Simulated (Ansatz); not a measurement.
Reaction (ligand exchange at a B–C bond): `CB(F)[SeH]` + HCl → `FB(Cl)[SeH]` + CH₄

Isolated molecules relaxed with PBE0-D4/def2-TZVP in Ansatz; ΔE leaves out vibrations. CBS: MP2 limit from def2 TZ/QZ plus the TZ coupled-cluster correction, frozen cores. This one scheme is used for every species. Functionals use def2-TZVPP. For Se outer-core shells are correlated without core-valence functions, which leaves a few kJ/mol of doubt a bond. Scalar relativity is left out up to krypton. One conformer a species, not always the lowest.

`CB(F)[SeH]`:

Cartesian coordinates in Å:
```
C 0.606 0.684 -0.185
B -0.695 0.019 0.354
F -1.611 0.773 0.955
Se -1.152 -1.874 0.246
H 1.134 1.168 0.645
H 1.293 0.000 -0.680
H 0.342 1.483 -0.886
H 0.082 -2.254 -0.448
```

HCl:

Cartesian coordinates in Å:
```
Cl -0.462 -0.404 0.179
H 0.462 0.404 -0.179
```

`FB(Cl)[SeH]`:

```xyz
5

F    -0.754   -0.313   -1.679
B    -0.138    0.054   -0.574
Cl    0.895    1.464   -0.619
Se   -0.438   -1.013    1.014
H     0.435   -0.193    1.859
```

CH₄:

Z-matrix (Å, degrees):
```
C
H 1 1.090
H 1 1.090 2 109.5
H 1 1.090 2 109.5 3 -120.0
H 1 1.090 2 109.5 3 120.0
```

**Question.** Is it downhill or uphill in electronic energy at CCSD(T)/CBS, and by how much? (An estimate is asked.)

**Answer.** Ansatz gave: Downhill: ΔE = -74.8 kJ/mol.

**Question.** What do these levels give: LDA (SPW92), ωB97M-V, PBE, revPBE, BLYP, r2SCAN, BHLYP, CAM-B3LYP, LC-ωPBE, CCSD(T)/def2-TZVPP, HF/def2-QZVPP, CCSD/CBS(def2)? (An estimate is asked.)

**Answer.** The calculation gave: LDA (SPW92) -74.7, ωB97M-V -76.3, PBE -78.8, revPBE -79.9, BLYP -79.9, r2SCAN -80.9, BHLYP -76.5, CAM-B3LYP -75.6, LC-ωPBE -74.0, CCSD(T)/def2-TZVPP -74.7, HF/def2-QZVPP -75.3, CCSD/CBS(def2) -73.1 kJ/mol.

Largest T1 diagnostic among the species: 0.011.

From BLYP to BHLYP (50 % exact exchange), in def2-TZVPP and without D4, ΔE moves by +3.4 kJ/mol. Leaving LDA and LC-ωPBE aside and taking each functional with its dispersion term where it has one, the values, not all of them listed here, spread over 5.3 kJ/mol, from B97M-V to CAM-B3LYP-D4. LDA lies +4.2 kJ/mol from PBE without D4.
